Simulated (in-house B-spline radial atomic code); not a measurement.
Configurations of Zn+, with energies counted from [Ar] 3d10 4s1. Computed with a radial B-spline atomic code at the basis-set limit: non-relativistic LDA VWN5, spin-polarised, spherical fractional occupations, point nucleus. Shells without spins written out take the highest spin.

Occupations are held fixed; configurations that lie above the ionisation limit could autoionise.

| configuration | E - E(ref) (eV) | highest orbital | its <r> (bohr) |
| --- | --- | --- | --- |
| [Ar] 3d10 4p1 | 6.1742 | 4p up | 3.023 |
| [Ar] 3d(5 up, 4 down) 4s(1 up, 0 down) 4p(0 up, 1 down) | 15.451 | 4p down | 2.863 |
| [Ar] 3d(4 up, 5 down) 4s(1 up, 0 down) 5d(1 up, 0 down) | 25.254 | 5d up | 9.618 |
| [Ne] 3s2 3p(2 up, 3 down) 3d10 4s2 | 80.909 | 4s up | 2.289 |
| [Ne] 3s2 3p5 3d10 4s1 5p1 | 95.093 | 5p up | 6.505 |
| [Ne] 3s2 3p5 3d10 4s1 5f1 | 98.841 | 5f up | 14.64 |

Order these further configurations by energy, lowest first.
A. [Ne] 3s2 3p5 3d10 4s1 4f1
B. [Ne] 3s2 3p5 3d10 4s1 4p1
C. [Ar] 3d9 4s1 5p1
D. [Ar] 3d10 5s(0 up, 1 down)
E. [Ar] 3d10 4f1

D (11.256 eV), E (15.147 eV), C (22.751 eV), B (86.797 eV), A (97.654 eV).

How far above the reference does [Ne] 3s2 3p5 3d10 4s1 5d1 lie?

97.359 eV; its least bound orbital is 5d up with <r> = 9.574 bohr.

How far above the reference does [Ar] 3d9 4s1 4p1 lie?

14.486 eV; its least bound orbital is 4p up with <r> = 2.773 bohr.
